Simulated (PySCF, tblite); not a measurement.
Rigid-rotor lines calculated for a species of formula C3H11F2NSi2 (commonest isotopes; PBE0/pcSseg-1 in PySCF (dipole) on a GFN2-xTB geometry, gas phase), labelled J(Ka,Kc):

| transition | MHz |
| --- | --- |
| 2(1,2) ← 1(1,1) | 2188.9 |
| 2(0,2) ← 1(0,1) | 2274.2 |
| 1(1,1) ← 0(0,0) | 3163.9 |
| 2(1,1) ← 1(1,0) | 2365.1 |
| 1(0,1) ← 0(0,0) | 1138.5 |

(1) Find the rotational constants.

(2) What moments of inertia, asymmetry and inertial defect follow?

(3) Which dipole components do these lines need?

(4) Where do these fall, and of which type are they? 2(1,2) ← 1(0,1); 1(1,1) ← 1(0,1); 2(2,1) ← 1(1,1); 2(2,1) ← 2(1,1); 2(2,0) ← 2(1,1); 2(1,1) ← 2(0,2); 1(1,0) ← 1(0,1).

(5) Which structure gave them?

## Answers

(1) 1(0,1) ← 0(0,0) is B + C, 2(1,1) ← 1(1,0) is 3B + C and 2(1,2) ← 1(1,1) is B + 3C, so B − C is half the difference of the last two, 88.1 MHz. 1(1,1) ← 0(0,0) is A + C. A = 2638.7, B = 613.3, C = 525.2 MHz.

(2) I = 505379 MHz·u·Å² over each constant: Ia = 191.53, Ib = 824.03, Ic = 962.23 u·Å²; κ = (2B − A − C)/(A − C) = -0.917 (near-prolate asymmetric top); Δ = Ic − Ia − Ib = -53.32 u·Å².

(3) μa and μb (a-type: ΔKa even, ΔKc odd; b-type: both odd). The calculation gives |μa| = 3.18 D, |μb| = 1.61 D, |μc| = 0.73 D.

(4) 
| transition | MHz | type | branch |
| --- | --- | --- | --- |
| 1(1,1) ← 1(0,1) | 2025 | c | Q |
| 1(1,0) ← 1(0,1) | 2113 | b | Q |
| 2(1,1) ← 2(0,2) | 2204 | b | Q |
| 2(1,2) ← 1(0,1) | 4214 | b | R |
| 2(2,1) ← 2(1,1) | 6076 | c | Q |
| 2(2,0) ← 2(1,1) | 6079 | b | Q |
| 2(2,1) ← 1(1,1) | 8529 | c | R |

(5) `CCC[Si@H](N)[SiH](F)F`, point group C1. Three constants can't fix a structure by themselves; this is the one that was computed:
```xyz
19
C3H11F2NSi2 angstrom
C     -2.954    0.348    0.662
C     -1.727   -0.380    0.124
C     -0.489    0.509    0.124
Si     1.041   -0.342   -0.619
N      1.406   -1.680    0.409
Si     2.909    0.976   -0.517
F      4.148    0.169   -1.153
F      2.790    2.175   -1.580
H     -3.822   -0.308    0.666
H     -3.181    1.216    0.045
H     -2.776    0.690    1.680
H     -1.538   -1.264    0.737
H     -1.929   -0.724   -0.893
H     -0.714    1.417   -0.439
H     -0.285    0.825    1.149
H      0.677   -0.726   -2.007
H      2.266   -2.190    0.281
H      0.673   -2.317    0.676
H      3.495    1.615    0.649
```

The values belong to one conformer (point group C1) with, in the numbering `[CH3:1][CH2:2][CH2:3][Si@H:4]([NH2:5])[SiH:6]([F:7])[F:8]`, C1–C2–C3–Si4 -177°, C2–C3–Si4–N5 -64°, C3–Si4–N5–H -171° and 49°, C3–Si4–Si6–F7 179°. Its GFN2-xTB frequencies are all real (lowest 18 cm⁻¹). These are rigid-rotor constants of the computed structure; measured ground-state constants (B0) also hold zero-point vibration. A rigid rotor knows nothing of inversion at nitrogen or internal rotation, which can split or shift real lines. Quadrupole hyperfine structure (14N) is left out.
